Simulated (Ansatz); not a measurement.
These are frozen-core CCSD(T)/cc-pVTZ // PBE0-D4/def2-TZVP run with Ansatz (a quantum-chemistry and plane-wave program) values and carry that method's errors.

Ansatz 0.2 input:
```yaml
crystal:
  periodic: [false, false, false]
  atoms:
    - { symbol: O, position_ang: [1.642582, 0.320079, -0.250524] }
    - { symbol: Al, position_ang: [0.003039, 0.005766, 0.00488] }
    - { symbol: O, position_ang: [-1.093509, 1.284564, 0.125117] }
    - { symbol: O, position_ang: [-0.539239, -1.587824, 0.140215] }
    - { symbol: H, position_ang: [2.292729, -0.376372, -0.32304] }
    - { symbol: H, position_ang: [-0.825126, 2.198695, 0.052399] }
    - { symbol: H, position_ang: [-1.458306, -1.807005, 0.282383] }
basis:
  gaussian: { orbitals: cc-pVTZ }
correlation:
  method: ccsd_t
```

Output:

```
Functional definition: HF
1000 factors; integrals over basis functions are off by at most 7.7e-4 eV
mean field evaluation 1: about -12743.5042 eV, gradient 6.1e1 eV
mean field evaluation 2: about -12743.6070 eV, gradient 6.1e1 eV
mean field evaluation 4: about -12749.5922 eV, gradient 2.4e0 eV
mean field evaluation 8: about -12749.6345 eV, gradient 1.7e-1 eV
mean field evaluation 16: about -12747.0655 eV, gradient 4.0e1 eV
mean field -12749.63464432 eV, -468.5404311660 hartree, gradient 1.4e-6 eV, S^2 0.000000; 0 other end points of the search recorded, 0 dependent functions left out
8 core orbitals not correlated
reference -12749.63464432 eV, -468.5404311660 hartree; 12, 12 occupied and 146, 146 virtual orbitals, 1000 factors
second order -21.92079552 eV of doubles, -0.00000000 eV of singles
cycle   1  -21.55326510 eV  change    3.7e-1 eV  update   9.2e-2
cycle   2  -21.98571555 eV  change   -4.3e-1 eV  update   2.6e-2
cycle   3  -22.09696964 eV  change   -1.1e-1 eV  update   1.3e-2
cycle   4  -22.08016197 eV  change    1.7e-2 eV  update   2.9e-3
cycle   5  -22.07852935 eV  change    1.6e-3 eV  update   1.3e-3
cycle   6  -22.07925916 eV  change   -7.3e-4 eV  update   3.8e-4
cycle   7  -22.07901326 eV  change    2.5e-4 eV  update   1.4e-4
cycle   8  -22.07894826 eV  change    6.5e-5 eV  update   4.7e-5
cycle   9  -22.07896568 eV  change   -1.7e-5 eV  update   1.9e-5
perturbative correction -0.74935498 eV, -0.0275382876 hartree
Total energy: -12772.46296499 eV, -469.3793564769 hartree
```

Cost: about 70 core-seconds (a rough figure).
